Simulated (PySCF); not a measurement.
2-methoxybut-1-en-3-yne (C₅H₆O), SMILES C#CC(=C)OC.

Geometry: B3LYP-D3(BJ)/def2-SVP. One conformer was computed; it need not be the lowest.

Vertical ionisation energy (IE) and electron affinity (EA) in eV. Rows of orbital energies are one-electron estimates. Where ΔSCF, EOM or ADC give a negative EA the extra electron is unbound and the value depends on the basis.

| level | IE | EA |
|---|---|---|
| −ε(HOMO), −ε(LUMO), ωB97X/def2-TZVP (PySCF) | 8.69 | -1.34 |
| −ε(HOMO), −ε(LUMO), PBE/def2-TZVP (PySCF) | 5.35 | 1.66 |
